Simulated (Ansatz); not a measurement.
Compare A (`CC[O][GeH3]`) with its isomer B (`OC[CH2][GeH3]`).

Isolated molecules relaxed with PBE0-D4/def2-TZVP in Ansatz; ΔE leaves out vibrations. CCSD(T)/CBS is the MP2 limit (def2-TZVPP, def2-QZVPP) plus CCSD(T) − MP2 in def2-TZVPP, frozen cores. DFT in def2-TZVPP. B3LYP here is the variant with VWN-RPA as its local correlation; programs differ in this. For Ge outer-core shells are correlated without core-valence functions, which leaves a few kJ/mol of doubt a bond. Scalar relativity is left out up to krypton. Each species was taken in one conformer, which may not be the lowest.

Task: Which is lower in electronic energy at CCSD(T)/CBS, and by how much? (Best estimate.)

Result: Ansatz gave: A, by 38.3 kJ/mol.

Task: Give E(B) − E(A) in kJ/mol with MP2/def2-TZVPP, HF/def2-TZVPP, PBE0-D4, B3LYP, CCSD/def2-TZVPP, B3LYP-D4, r2SCAN-D4. (Best estimate.)

Result: Ansatz gave: MP2/def2-TZVPP 41.9, HF/def2-TZVPP 56.9, PBE0-D4 37.1, B3LYP 47.1, CCSD/def2-TZVPP 42.4, B3LYP-D4 46.5, r2SCAN-D4 43.9. None reverses the order clearly.

Largest T1 diagnostic: 0.011.

In def2-TZVPP, CCSD(T) changes the Hartree–Fock value by −15.1 kJ/mol (the triples alone add −0.6 kJ/mol) and MP2 by −15.0 kJ/mol.
